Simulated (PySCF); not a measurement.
**Spin states of AsSe**

Unrestricted PBE0; As x2c-TZVPPall, Se x2c-TZVPPall; spin-free X2C with a Gaussian nucleus (PySCF 2.14). Outer shells of the fragments: As 3d10 4s2 4p3; Se 3d10 4s2 4p4.

Followed along the bond (rough minima from three points):

```
2Ms+1     unpaired  ⟨S²⟩ at the start  R at minimum (Å)  Te (eV)
    2          π ↑               0.81              2.15     0.00
    4        π ↑↑↑               3.76  none in the scan   ≤ 1.50
    6  σ ↑, π ↑↑↑↑               8.75  none in the scan   ≤ 5.01
```

Solutions found at the starting distance of 2.290 Å, counted from the lowest of them; the search is not exhaustive and high or unbound solutions are not listed, so other states can lie among these:

```
2Ms+1   unpaired   term  E (eV)  ⟨S²⟩  ⟨Lz²⟩  μ (D)
    2        π ↑     ²Π    0.00  0.81   1.01  -1.22
    4      π ↑↑↑     ⁴Π    1.30  3.76   1.01  -0.03
    2      π ↑↑↓  mixed    1.65  1.76   3.03  -0.01
    4  σ ↑, π ↑↑    ⁴Σ⁻    2.48  3.76   0.00  -1.05
    2        π ↑  mixed    2.92  0.75   3.02   0.00
    2  σ ↓, π ↑↑  mixed    2.95  1.77   0.00  -0.99
    4  σ ↑, π ↑↑  mixed    4.57  3.76   2.01  -0.01
    2  σ ↓, π ↑↑  mixed    5.00  1.76   2.01  -0.01
    4  σ ↑, π ↑↑  mixed    5.07  3.76   2.01  -0.37
    4  σ ↑↑, π ↑     ⁴Π    5.47  3.82   1.01  -0.72
```

A term symbol is given only where ⟨S²⟩ and ⟨Lz²⟩ are close to those of a pure state; real π, δ and φ orbitals otherwise mix terms. A positive dipole means As(−)Se(+).

Spin–orbit coupling is left out. Counting both spins, an empty level lies below a filled one in some of these solutions, because spin and occupation are held.
